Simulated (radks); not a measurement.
Results of a calculation; reference values are marked as such.
Problem. Pm47+, configuration [Ne] 3s2 3p2. Level of theory: Dirac Kohn-Sham, PBE, spin-unpolarised, spherical densities, point nucleus; open shells are shared between the two j in proportion to 2j + 1 (a radial shooting solver on a logarithmic mesh with Libxc functionals). Some entries of the table are withheld. Estimate them.

orbital,occ.,eigenvalue (hartree),r(max) (bohr),<1/r> (bohr^-1)
1s1/2,2,(1),(2),(3)
2s1/2,2,-381.4582,0.08338,16.23
2p1/2,2,(4),0.06321,(5)
2p3/2,4,(6),0.06863,(7)
3s1/2,2,-152.3273,0.2239,6.560
3p1/2,0.666667,-147.7333,0.2095,(8)
3p3/2,1.33333,-142.2653,0.2191,(9)

Solution. 
(1) 1s1/2 eigenvalue (hartree): -1771.653
(2) 1s1/2 r(max) (bohr): 0.01478
(3) 1s1/2 <1/r> (bohr^-1): 67.46
(4) 2p1/2 eigenvalue (hartree): -368.7521
(5) 2p1/2 <1/r> (bohr^-1): 16.16
(6) 2p3/2 eigenvalue (hartree): -347.5563
(7) 2p3/2 <1/r> (bohr^-1): 14.49
(8) 3p1/2 <1/r> (bohr^-1): 6.493
(9) 3p3/2 <1/r> (bohr^-1): 6.048
